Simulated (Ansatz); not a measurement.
Gas-phase electronic energies from Ansatz, PBE0-D4/def2-TZVP geometries. CBS: MP2 limit from def2 TZ/QZ plus the TZ coupled-cluster correction, frozen cores. This one scheme is used for every species. Functionals use def2-TZVPP. B3LYP here is the variant with VWN-RPA as its local correlation; programs differ in this. HSE06 is defined as in plane-wave codes. Each species was taken in one conformer, which may not be the lowest.

Reaction (silylene loss): `C=C(O)S[SiH3]` → `C=C(O)S` + `[SiH2]`

`C=C(O)S[SiH3]`:

```xyz
11

C    -0.069   -0.524   -1.723
C    -0.049    0.566   -0.964
O     0.824    1.574   -1.188
S    -1.174    0.831    0.395
Si   -0.179   -0.474    1.771
H     0.640   -0.634   -2.534
H    -0.796   -1.302   -1.547
H     0.714    2.234   -0.496
H     1.265   -0.142    1.829
H    -0.821   -0.238    3.089
H    -0.354   -1.891    1.369
```

`C=C(O)S`:

Z-matrix (Å, degrees):
```
C
C 1 1.328
H 1 1.083 2 120.0
H 1 1.079 2 120.5 3 179.3
O 2 1.355 1 121.8 3 -5.5
S 2 1.767 1 121.7 3 172.0
H 5 0.963 2 108.6 1 156.8
H 6 1.347 2 96.3 1 126.7
```

`[SiH2]`:

Z-matrix (Å, degrees):
```
Si
H 1 1.525
H 1 1.525 2 91.2
```

```tsv
level	ΔE (kJ/mol)	difference from CCSD(T)/CBS
PBE-D4	296.4	3.5
B3LYP-D4	287.0	-5.9
r2SCANh-D4	314.0	21.1
HSE06-D4	304.7	11.8
ωB97X-V	301.2	8.3
r2SCAN	310.6	17.7
PBE0	296.0	3.1
B3LYP	270.5	-22.4
LC-ωPBE	306.8	13.9
RPA@PBE/def2-TZVPP	263.6	-29.3
MP2/def2-SVP	294.0	1.1
CCSD(T)/def2-SVP	268.9	-24.0
HF/def2-QZVPP	269.4	-23.5
MP2/def2-QZVPP	314.1	21.2
SCS-MP2/def2-QZVPP	299.6	6.7
MP2/CBS(def2)	317.9	25.0
CCSD(T)/CBS	292.9	0
```

Question: What do rigid-rotor, harmonic-oscillator terms from PBE0-D4/def2-TZVP frequencies (298.15 K, 1 bar) make of the CCSD(T)/CBS value? (Best estimate.)

Answer: Computed: ΔZPE = -15.2 kJ/mol, ΔH = +281.4 kJ/mol, ΔS = 144 J/(mol·K), ΔG = +238.3 kJ/mol. Modes under 50 cm⁻¹ make the entropy rough.

Largest T1 diagnostic among the species: 0.014.

From PBE to PBE0 (25 % exact exchange), in def2-TZVPP and without D4, ΔE moves by +9.8 kJ/mol. The D4 term adds +16.5 kJ/mol with B3LYP and +9.0 kJ/mol with PBE0; it sums over pairs of atoms, weighted by their polarisabilities, and B3LYP, whose exchange is more repulsive, gets the larger term. Leaving LDA and LC-ωPBE aside and taking each functional with its dispersion term where it has one, the values, not all of them listed here, spread over 38.1 kJ/mol, from BLYP-D4 to r2SCAN0-D4. LDA lies +32.3 kJ/mol from PBE without D4.

CCSD(T)/CBS has its own doubt, a few kJ/mol and more with outer-core shells, so smaller differences from it don't rank the levels.
